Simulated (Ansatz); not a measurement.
A series at Si: from `Cl[Si](Cl)(Cl)I`, ligands are replaced one by one, each step taking up H–F and setting free HCl; n counts the steps. Ansatz, PBE0-D4/def2-TZVP geometries.

| n | molecule | HOMO energy, ωB97M-V/def2-TZVPP (eV) |
| --- | --- | --- |
| 0 | `Cl[Si](Cl)(Cl)I` | -10.37 |
| 1 | `F[Si](Cl)(Cl)I` | ? |
| 2 | `F[Si](F)(Cl)I` | -10.58 |
| 3 | `F[Si](F)(F)I` | -10.75 |

**Question.** By hand: fit a straight line y = ȳ + b (n − n̄) to the 3 given rows and predict n = 1.

**Answer.** n̄ = 1.667, ȳ = -10.567; Σ(n − n̄)(y − ȳ) = -0.577, Σ(n − n̄)² = 4.667, so b = -0.124 eV a step. Prediction: -10.567 + (-0.124) × (-0.667) = -10.48 eV.

**Question.** By hand: compare with the computed value, -10.45 eV, and give the steps along the whole series.

**Answer.** The line misses by 0.03 eV (computed minus predicted). Steps: -0.08, -0.13, -0.17 eV.

The steps grow at each stage, from -0.08 to -0.17 eV, so the series is curved. The highest orbital can change its character along such a series. The miss is 7.9 % of the series' range.

Spin–orbit coupling is left out; it splits and shifts lone-pair levels of the heavy atoms by tenths of an eV.
